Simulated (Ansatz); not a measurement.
Geometry optimisation, DFT PBE-D3(BJ), scalar-relativistic, plane waves, PAW (Ansatz).

Input file:

```yaml
accuracy: low
crystal:
  lattice:
    - [6.229962, 0.0, 0.0]
    - [0.0, 6.229962, 0.0]
    - [0.0, 0.0, 6.229962]
  atoms:
    - { symbol: O, position: [0.6100094, 0.8076131, 0.2487861] }
    - { symbol: H, position: [0.7354406, 0.7974278, 0.1574962] }
    - { symbol: H, position: [0.4905382, 0.7972632, 0.1498413] }
    - { symbol: O, position: [0.6762497, 0.167899, 0.8132436] }
    - { symbol: H, position: [0.7163012, 0.0834533, 0.9374827] }
    - { symbol: H, position: [0.8115847, 0.2225762, 0.7597142] }
    - { symbol: O, position: [0.0510121, 0.5559941, 0.4688559] }
    - { symbol: H, position: [0.0296063, 0.4553531, 0.3523067] }
    - { symbol: H, position: [0.0093179, 0.6930107, 0.4083694] }
    - { symbol: O, position: [0.7043273, 0.5820175, 0.6921692] }
    - { symbol: H, position: [0.7178134, 0.7245427, 0.6315452] }
    - { symbol: H, position: [0.5546329, 0.5725509, 0.7330657] }
    - { symbol: Ca, position: [0.5253855, 0.3301667, 0.3118202] }
    - { symbol: Cl, position: [0.1433226, 0.7371782, 0.9883916] }
    - { symbol: Cl, position: [0.2463508, 0.3036414, 0.8313622] }
basis:
  ecutwfc: 420.0
kpoints:
  mp_grid: { grid: [1, 1, 1] }
hamiltonian:
  xc: pbe
  dispersion: d3bj
scf:
  occupations: { method: fermi_dirac, width: 0.05 }
  lower_state_search: "off"
relax:
  f_tol: 0.3
  max_steps: 15
  adjacent_minimum: "off"
output:
  write_density: true
  write_potential: true
  elf: true
  volumetric_format: npy
```

Command:

```bash
$ ansatz run input.yaml --threads 1 --pin off --max-ram 3072MiB --backend cpu --events-out ev --progress --plain --runs-dir out
```

Question: Where does it end, and by what steps?

Answer: It converged. The threshold is loose, so the end isn't yet a minimum. Limits of this set-up: coarse k mesh, low accuracy level. After 14 steps the energy has fallen by 5.280 eV; Cl14 moved furthest, 1.60 Å. Joined: O7–Ca13.

```tsv
step	energy less start (eV)	largest force component (eV/Å)	accepted
0	0.0000	1.323	yes
1	-1.0577	1.197	yes
2	-1.7844	1.626	yes
3	-2.4110	1.588	yes
4	-2.9880	1.135	yes
5	-3.5631	1.089	yes
6	-3.9998	0.733	yes
7	-4.3327	0.448	yes
8	-4.5638	0.443	yes
9	-4.7711	0.417	yes
10	-4.8984	0.995	yes
11	-5.0284	0.865	yes
12	-5.1173	0.681	yes
13	-5.2034	0.350	yes
14	-5.2796	0.204	yes
```

```xyz
15
Lattice="6.2300 0.0000 0.0000 0.0000 6.2300 0.0000 0.0000 0.0000 6.2300" Properties=species:S:1:pos:R:3
O 3.463 4.955 1.448
H 4.411 5.238 1.283
H 2.911 5.584 0.934
O 5.072 0.429 4.308
H 5.483 0.158 5.162
H 5.252 1.381 4.304
O 0.347 3.116 2.394
H 0.112 2.410 1.756
H 0.135 3.976 1.904
O 3.792 3.537 4.244
H 4.147 4.420 4.454
H 3.455 3.102 5.084
Ca 2.666 3.053 2.307
Cl 0.049 5.654 7.002
Cl 2.453 1.772 6.274
```

Run time: 21 s on 1 thread of Arm Neoverse V2 (shared host), peak memory 0.37 GiB.
